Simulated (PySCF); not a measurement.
# Correlation energy of Cl³⁺ (chlorine, charge +3)

[Ne] 3s2 3p2, high-spin 3P determinant. Computed with PySCF 2.14 in jorge-DZP-DKH (7s4p1d, 24 functions), with the spin-free X2C one-electron Hamiltonian (Gaussian nucleus). Frozen: [Ne]; 4 electrons correlated.

MP2 pair energies summed by pair of shells (mhartree):

```
 pair  energy  share (%)
3s-3p  -35.01       61.0
3s-3s  -16.34       28.5
3p-3p   -6.02       10.5
```

Total MP2 correlation energy: -57.37 mhartree.

Same-spin part -9.20 and opposite-spin part -48.17 mhartree; SCS-MP2 scales them by 1/3 and 6/5 to -60.87 mhartree.

| level | correlation energy (mhartree) |
| --- | --- |
| CCSD | -79.08 |
| (T) | -0.82 |
| CCSD(T) | -79.90 |

Diagnostics: T1 = 0.0060, D1 = 0.0163, largest double amplitude 0.105.

Cost of the coupled-cluster step: 0.1 s of wall time on 1 thread of Neoverse-V2 (shared host), for 4 correlated electrons.
